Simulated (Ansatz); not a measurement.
Harmonic frequencies (cm⁻¹) at PBE0-D4/def2-TZVP from Ansatz: 120, 341, 358.

Which molecule is it?
A. `[NH2][Sn][F]`
B. `[NH2][Sn][Cl]`
C. `[OH][Sn][OH]`
D. `[Cl][Sn][Cl]`

D.
